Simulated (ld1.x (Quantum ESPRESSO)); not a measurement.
**zinc (Zn): variants of one TM potential**

Base potential:

```
Element                 : Zn
Generator               : ld1.x (Quantum ESPRESSO) 7.5
Type                    : norm-conserving Troullier–Martins (Kleinman–Bylander form)
Functional              : LDA (PZ)
Relativity              : scalar-relativistic
Frozen core             : [Ne] 3s2
Valence charge          : 18
Reference configuration : 3p6 3d10 4s2 4p0
Partial waves           : 4s (bound): rc 1.75 bohr; 3p (bound): rc 0.80 bohr; 3d (bound): rc 1.25 bohr
Local potential         : all-electron potential smoothed inside 1.00 bohr (lloc = -1)
Core correction         : Bessel-smoothed model core inside 0.45 bohr
```

Cutoffs, loose and tight: the cutoffs (Ry, on a coarse ladder) from which the occupation-weighted sum of valence levels, in a spherical-Bessel basis at the reference potential, stays within 10 and 1 mRy of its value at 400 Ry. They do not see the model core or the augmentation charge, which bear on the density cutoff. Test errors are all-electron minus pseudo excitation energies from the reference, over the configurations 3p6 3d10 4s1 4p0; 3p6 3d10 4s0 4p0; 3p6 3d9 4s0 4p0; 3p6 3d8 4s0 4p0; 3p6 3d10 4s0 4p1; 3p5 3d10 4s2 4p0; 3p6 3d9 4s2 4p0 (two spin-polarised tests are not counted in the largest error). A dash means not determined; rows that change the core or the reference have their own tests. The largest error is taken over the tests solved by every variant that gives reliable tests at all: 3p6 3d10 4s0 4p0; 3p6 3d10 4s1 4p0; 3p6 3d8 4s0 4p0; 3p6 3d9 4s0 4p0.

A true bound ghost makes a file unfit for plane-wave use even where its test errors are small: the radial tests pick states by their node count and pass the ghost by. Where a test does run into it, the solver fails or the error is huge.

| change | outcome | cutoff, loose | cutoff, tight | bound ghosts | largest test error (meV) |
| --- | --- | --- | --- | --- | --- |
| base | generated | 200 Ry | over 300 Ry | s | +104 |
| local potential all-electron potential smoothed inside 0.66 bohr (lloc = -1) | generated | 180 Ry | over 300 Ry | s | +123 |
| local potential all-electron potential smoothed inside 0.80 bohr (lloc = -1) | generated | 200 Ry | over 300 Ry | s | +119 |
| local potential all-electron potential smoothed inside 0.94 bohr (lloc = -1) | generated | 200 Ry | over 300 Ry | s | +111 |
| local potential all-electron potential smoothed inside 1.16 bohr (lloc = -1) | generated | 200 Ry | over 300 Ry | s | +72 |
| local potential all-electron potential smoothed inside 1.26 bohr (lloc = -1) | generated | 200 Ry | over 300 Ry | s | +46 |
| local potential all-electron potential smoothed inside 1.38 bohr (lloc = -1) | generated | 200 Ry | over 300 Ry | s | -37 |
| local potential all-electron potential smoothed inside 1.58 bohr (lloc = -1) | generated | 200 Ry | over 300 Ry | none | -98 |
| local potential all-electron potential smoothed inside 1.72 bohr (lloc = -1) | generated | 200 Ry | over 300 Ry | none | -206 |
| local potential all-electron potential smoothed inside 1.86 bohr (lloc = -1) | generated | 200 Ry | over 300 Ry | none | -309 |
| local potential all-electron potential smoothed inside 2.04 bohr (lloc = -1) | generated | 200 Ry | over 300 Ry | none | -473 |

Reading the sweep of the rcloc (base included, trends over the rows without a ghost): The loose cutoff stays near 200 Ry. Bound ghosts are found at 0.66, 0.8, 0.94, 1, 1.16, 1.26, 1.38 bohr.
